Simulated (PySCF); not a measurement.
## Ionisation energy of Si⁺ by level of theory

Si⁺ [Ne] 3s2 3p1 (2P) → Si²⁺ [Ne] 3s2 (1S), as a difference of total energies. Calculation: PySCF 2.14, in def2-SVP; the non-relativistic Hamiltonian (point nucleus). Correlated levels: valence: [Ne] frozen. The calculations carry no spin-orbit coupling.

```json
{"method": "UHF", "ionisation energy (eV)": "15.803", "error (eV)": "-0.519"}
{"method": "B3LYP", "ionisation energy (eV)": "16.416", "error (eV)": "+0.094"}
{"method": "PBE0", "ionisation energy (eV)": "16.427", "error (eV)": "+0.105"}
{"method": "MP2 (valence)", "ionisation energy (eV)": "15.963", "error (eV)": "-0.359"}
{"method": "SCS-MP2 (valence)", "ionisation energy (eV)": "15.944", "error (eV)": "-0.378"}
{"method": "CCSD (valence)", "ionisation energy (eV)": "16.058", "error (eV)": "-0.264"}
{"method": "CCSD(T) (valence)", "ionisation energy (eV)": "16.076", "error (eV)": "-0.246"}
```

Reference: 16.322 eV (measured; NIST levels, between the centres of gravity of the two terms).

Errors of the correlated levels include the incompleteness of this basis and the frozen core.
